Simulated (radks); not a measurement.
Values are calculated unless marked as measured or tabulated.
Charge is removed step by step from the 1s down level of neutral lithium, starting from 1s(up 1, down 1) 2s1. Code: a radial shooting solver on a logarithmic mesh with Libxc functionals. Model: non-relativistic Kohn-Sham, PBE, spin-polarised, spherical densities, point nucleus; open shells are filled with parallel spins first.

removed (e)  E - E(0) (eV)  eigenvalue (eV)
0                    0.000          -51.511
0.1                  5.284          -54.179
0.2                 10.836          -56.866
0.3                 16.658          -59.552
0.4                 22.746          -62.214
0.5                 29.098          -64.819
0.6                 35.707          -67.320
0.7                 42.556          -69.638
0.8                 49.623          -71.618
0.9                 56.855          -72.795

The mean slope of the eigenvalue, de/dn, is 23.6 eV per electron.
